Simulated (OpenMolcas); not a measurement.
## Ru4+: moving or changing the point charges

Ru4+ among 6 point charges of -1.7 e arranged as an octahedron (Oh), 1.87 Å from the ion.

| Quantity | Value |
| --- | --- |
| Program | OpenMolcas |
| Method | CASSCF |
| Basis | ANO-RCC-VDZP [6s5p3d1f] |
| Scalar Hamiltonian | DKH2, point nucleus |
| Active space | 4 electrons in 5 orbitals (4d) |
| State averaging | 2S+1 = 5 even, 5 roots; 2S+1 = 3 even, 45 roots; 2S+1 = 1 even, 50 roots |
| Spin-orbit coupling | RASSI with atomic mean-field integrals over the reference wave functions |

Runs around this geometry, states (labels of O, the rotations of Oh). Energies in cm-1 above the lowest state or level, χT in cm3 K/mol; 10Dq and B are least-squares fits to the states below 45000 cm-1, weighted by degeneracy, with a free offset, and given where the rms deviation is under 5 % of |10Dq| (or 100 cm-1) and under 700 cm-1.

```tsv
R (Å)	q (e)	Ground state	First state of that spin	10Dq	B (rms of fit)	First gap with spin-orbit (degeneracies)	χT at 300 K	First state of another spin
1.87	-1.36	5E	5T2 7278	7612	957 (114)	245.1 (1, 3)	1.992	3T1 14469
1.79	-1.7	5E	5T2 11188	11669	949 (213)	230.3 (1, 3)	2.245	3T1 10737
1.87	-1.7	5E	5T2 9100	9547	947 (171)	230.4 (1, 3)	2.149	3T1 12752
```

Taking |10Dq| as R^-n, n = -ln(9547 / 11669) / ln(1.87 / 1.79) = 4.6 between the shortest and longest distance. The point-charge formula for a cubic d site gives n = 5.

Scaling the charges by -1.36 / -1.7 = 0.80 scales |10Dq| by 7612 / 9547 = 0.80; with fixed orbitals a first-order splitting would follow the charge.

An orbital doublet at a regular site is open to a Jahn-Teller distortion, which this geometry leaves out. Without dynamic correlation the repulsion within the d shell is too large (B by tens of per cent), so at a given field states of lower spin stand too high. This shell can be high or low spin here, a state of another spin lies low, and with metal d orbitals alone active their balance is uncertain, so the ground spin may be wrong. Point charges give a weaker field than real ligands, and real ions of this kind are as a rule low spin; the high spin found here belongs to the model. This field is weak: 10Dq is about 7612 cm-1, while octahedral complexes of 4d ions of charge 3 and more, computed by the same method with explicit ligands, had a median near 25000 cm-1. Ground spin and moment need not be those of a real site (figures for R = 1.87, q = -1.36; the like holds for R = 1.79, q = -1.7, R = 1.87, q = -1.7). Point charges carry no covalency, so the field is a model and not that of real ligands. No measured value stands beside these numbers.
